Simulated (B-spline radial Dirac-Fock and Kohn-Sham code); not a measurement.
Atomic SCF run for Ar³⁺

ΔSCF core binding energies without Breit or QED terms, calculated with a B-spline atomic structure program. Keys: rel is the Hamiltonian (dirac, or spin-free x2c and nr, where L3 and M5 stand for the whole 2p and 3d shells), method is hf or an exchange,correlation pair (spin-unpolarised, also for the hole states), nuc the nuclear model, radius_factor scales its radius, rmax is the box in bohr, h the logarithmic mesh step, order the B-spline order, points the quadrature points per cell, c_factor scales the speed of light, and damp, ndamp, maxit and tol steer the iteration. The run stops when the commutator error falls below 10·tol·max(1, Z/10), or the numerical noise floor, and the energy has settled to about 1e-8 Ha; the virial ratio is −V/T.

Input (task.json):

```json
{"items": [{"Z": 18, "q": 3, "cfg": [[1, 0, 2], [2, 0, 2], [2, 1, 6], [3, 0, 2], [3, 1, 3]], "A": 40, "rrms": 3.4274, "do": "settings", "holes": ["K", "L3", "M5"],
  "settings": [{"rel": "nr", "method": "pbesol", "nuc": "gauss", "radius_factor": 1.0, "rmax": 45.0, "h": 0.3, "order": 8, "points": 10, "c_factor": 1.0, "maxit": 60, "damp": 0.5, "ndamp": 3, "tol": 1e-08}]}]}
```

Command: `python xray2_run.py task.json out`

Ground-state iterations:

```
iter   energy (Ha)        error
   1     -521.48643230  6.30e-01
   2     -523.09830004  1.84e-01
   3     -523.37413312  4.98e-02
   4     -523.40049798  1.32e-02
   5     -523.40271674  6.95e-03
   6     -523.40315071  2.33e-04
   7     -523.40315139  2.82e-05
   8     -523.40315141  1.58e-07
```

The ground state converged in 8 iterations, with total energy -523.40315 Ha, virial ratio 2.00115 and highest orbital energy -49.87 eV. ΔSCF binding energies: K (1s) 3257.9 eV, L3 (2p3/2) 301.9 eV. Holes are computed only in closed shells, and unreliable hole states are left out.
